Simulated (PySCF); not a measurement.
C₃H₆BF, SMILES C=CCBF.

Geometry: PBE-D3(BJ)/def2-SVP. The structure was generated by enumeration, and PubChem lists no compound with its InChIKey, so it may never have been made. The values are those of a single conformer.

All values below come from PySCF with B3LYP/def2-TZVP.

Isolated molecule, no solvent.

```yaml
total_energy: -242.75739 hartree
highest_occupied_level: -7.13 eV
lowest_empty_level: -0.93 eV
orbital_gap: 6.20 eV
dipole_moment: 1.01 D
quadrupole, principal values (traceless, Buckingham form, about the centre of nuclear charge): -5.60, 1.36, 4.24 D·Å
mean_static_polarisability: 51.4 bohr³ (7.62 Å³)
polarisability_principal_values: 40.1, 47.9, 66.2 bohr³
```
